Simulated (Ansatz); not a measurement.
# Worked example: C3H7Cl + CH8OSi2 → C3H8O + CH7ClSi2

Species: C3H7Cl (1-chloropropane) `CCCCl`, singlet; CH8OSi2 `C[SiH2][SiH2]O`, singlet; C3H8O `CCCO`, singlet; CH7ClSi2 `C[SiH2][SiH2]Cl`, singlet. The partners trade Cl for OH: C–Cl and Si–OH bonds give way to C–OH and Si–Cl.

Shapes, held fixed at every level: PBE0-D4/def2-TZVP. Flexible molecules stand in one conformer, not always the lowest. Programs: Ansatz 0.2.0. Electronic energies: no zero-point or thermal term.

At CCSD(T)/CBS estimate; 1 Eh = 2625.50 kJ/mol:

```
 species   energy (Eh)
  C3H7Cl   -578.157850
 CH8OSi2   -696.243164
   C3H8O   -194.143418
CH7ClSi2  -1080.252098
```

Work out ΔE of the reaction at this level.


1. Products less reactants: (-194.143418) + (-1080.252098) − [(-578.157850) + (-696.243164)] = 0.005498 Eh = +14.4 kJ/mol.

Other levels give +7.6 (PBE0-D4/def2-TZVPP) to +17.1 kJ/mol (MP2/def2-TZVPP). No measured value is set beside it here. The CBS estimate extrapolates MP2 from def2-TZVPP and def2-QZVPP and adds CCSD(T) − MP2 in the triple-zeta set, cores frozen.
